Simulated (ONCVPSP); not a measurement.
Before and after: ONCV potential for Sr (Z = 38)

* Element: strontium
* Generator: ONCVPSP 4.0.1
* Type: optimised norm-conserving Vanderbilt (ONCV)
* Functional: PBE
* Relativity: scalar-relativistic
* Frozen core: [Ar] 3d10
* Valence charge: 10
* Reference configuration: 4s2 4p6 5s2
* Partial waves: 4s+5s: rc 2.15 bohr, ncon 4, nbas 8, qcut 5.2 1/bohr, 2 projectors; 4p: rc 1.95 bohr, ncon 4, nbas 8, qcut 6.7 1/bohr, 1 projector; d scattering state at 0.19 Ha: rc 1.80 bohr, ncon 4, nbas 8, qcut 5.2 1/bohr, 1 projector
* Local potential: polynomial inside 1.40 bohr (lpopt 5, dvloc0 0 Ha)
* Core correction: Teter function, fcfact 4.5, rcfact 1.7

In the d channel the program set the typed energies aside and used 0.050 Ha.

Change: core correction Teter function, fcfact 4.5, rcfact 2.04.

Cutoffs: the cutoffs (Ha) at which the residual kinetic energy of the hardest occupied pseudo-wave falls to 1 and 0.1 mHa per electron; they do not see the model core or the augmentation charge, which bear on the density cutoff. Errors are all-electron minus pseudo energies relative to the spin-unpolarised reference configuration.

Problem. What does the change do?

Solution. The potential gets neither clearly harder nor softer (12 Ha and 17 Ha → 12 Ha and 17 Ha); of the 4 tests that both files solve, the error grows in 3 and shrinks in 1 by more than 15 % and 0.3 meV (median size 3.3 → 5.0 meV); neither file shows a bound ghost. A model core, the more so a compact one, raises the density cutoff, which this test does not measure.

| quantity | base | changed |
| --- | --- | --- |
| cutoff, loose | 12 Ha | 12 Ha |
| cutoff, tight | 17 Ha | 17 Ha |
| bound ghosts | none | none |
| GHOST(+) flags under 300 eV | none | none |
| error for 4s2 4p6 5s1, meV [ΔE 5.89 eV] | -0.9 | -4.5 |
| error for 4s2 4p6 5s0, meV [ΔE 16.89 eV] | -5.8 | -42 |
| error for 4s2 4p6 5s1.5, meV [ΔE 2.34 eV] | -0.2 | -0.8 |
| error for 4s2 4p6 5s0 5p1, meV [ΔE 8.82 eV] | +26 | +5.6 |
| s: phases at 2.18 bohr within 0.05 rad from the reference energy up to (Ha; the scan ends near 5) | 3.5 | 3.5 |
| p: phases at 1.98 bohr within 0.05 rad from the reference energy up to (Ha; the scan ends near 5) | 1.0 | 1.0 |
| d: phases at 1.82 bohr within 0.05 rad from the reference energy up to (Ha; the scan ends near 5) | 3.2 | 3.2 |
| rms error of d²Exc/dni dnj with the model core, mHa | 4.59 | 7.64 |
